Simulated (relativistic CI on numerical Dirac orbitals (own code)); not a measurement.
What each ingredient does to the levels of Dy28+

Base calculation: Dirac-Coulomb-Breit CI, orbitals from a KLI potential per configuration, QED by a radiative potential, unscaled Slater integrals.

Configurations in the expansion (outside the closed core [Ar] 3d10): 4s2 4p6 4d2, 4s2 4p5 4d3, 4s2 4p6 4d 4f, 4s 4p6 4d3, 4s2 4p5 4d2 4f, 4s 4p6 4d2 4f, 4s2 4p6 4d 5s, 4s2 4p6 4f 5s, 4s2 4p6 4d 5p, 4s2 4p6 4f2, 4s2 4p5 4f3, 4s 4p6 4f3, 4s2 4p6 4f 5p, 4s2 4p5 4f2 5p, 4s 4p6 4f2 5p. Double excitations out of closed p, d and f shells are left out; levels of such configurations are missing from the list, as are those of other unlisted configurations, and high levels can miss mixing partners.

Variants: (1) non-relativistic limit; (2) one mean potential for all configurations. Shifts of the energy above 4s2 4p6 4d2 3F_2, in cm⁻¹, for the lowest level and the first level of each name with at least 55 % of one term (blank where a level changes its place among those of its configuration and J or its character, or is not in the variant):

```json
{"Level": "4s2 4p6 4d2 3F_2", "Base": "0", "Δ(1)": "0", "Δ(2)": "0"}
{"Level": "4s2 4p6 4d2 3P_0", "Base": "54138", "Δ(1)": "-19775", "Δ(2)": "-10"}
{"Level": "4s2 4p6 4d2 3F_3", "Base": "70022", "Δ(1)": "-70022", "Δ(2)": "+8"}
{"Level": "4s2 4p6 4d2 3P_1", "Base": "105296", "Δ(1)": "-70934", "Δ(2)": "0"}
{"Level": "4s2 4p6 4d2 1S_0", "Base": "256828", "Δ(1)": "-120595", "Δ(2)": "-17"}
{"Level": "4s2 4p5 4d3 5D°_0", "Base": "1039826", "Δ(1)": "-104850", "Δ(2)": "-98"}
{"Level": "4s2 4p5 4d3 3P°_0", "Base": "1125223", "Δ(1)": "-126213", "Δ(2)": "-106"}
{"Level": "4s2 4p5 4d3 3P°_1", "Base": "1198089", "Δ(1)": "-199080", "Δ(2)": "-109"}
{"Level": "4s2 4p5 4d3 3I°_7", "Base": "1203289", "Δ(1)": "-175040", "Δ(2)": "-106"}
{"Level": "4s2 4p5 4d3 3D°_1", "Base": "1235177", "Δ(1)": "", "Δ(2)": "-159"}
```

At this charge energies of transitions that change n are usually good to better than 1 %, and those within a shell (Δn = 0) to a few per cent. Terms inside the open d or f shell come out 10 to 20 % too wide with unscaled integrals.

Ionisation energy from the two ground configurations alone: base 1014.85 eV. The NIST ASD value (theoretical) is 1014 eV.

LS names give the leading component of a level, which can be under half, so a name can repeat, a term be missing and a line seem to break the LS rules.
